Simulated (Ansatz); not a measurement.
`BC1(C)C=N1` + H₂O → `CC1(O)C=N1` + BH₃  (formal hydrolysis of a C–B bond)

Program: Ansatz. Geometries: PBE0-D4/def2-TZVP. ΔE: electronic, gas phase. CCSD(T)/CBS adds triple-zeta CCSD(T) − MP2 to the extrapolated MP2 energy (def2 sets, frozen cores). This one scheme is used for every species. One conformer a species, not always the lowest.

```tsv
species	CCSD(T)/CBS(def2) energy (Eh)
`BC1(C)C=N1`	-197.16328
H₂O	-76.37941
`CC1(O)C=N1`	-246.96178
BH₃	-26.55200
```

**Question.** Work out ΔE.

**Answer.** ΔE = (-246.96178) + (-26.55200) − (-197.16328) − (-76.37941) = 0.02891 Eh = +75.9 kJ/mol.

Largest T1 diagnostic among the species: 0.012.

Leaving LDA and LC-ωPBE aside and taking each functional with its dispersion term where it has one, the values, not all of them listed here, spread over 16.7 kJ/mol, from ωB97X-V to PBE-D4. At CCSD(T), def2-SVP lies −21.5 kJ/mol from the extrapolated value and def2-TZVPP −4.4 kJ/mol.
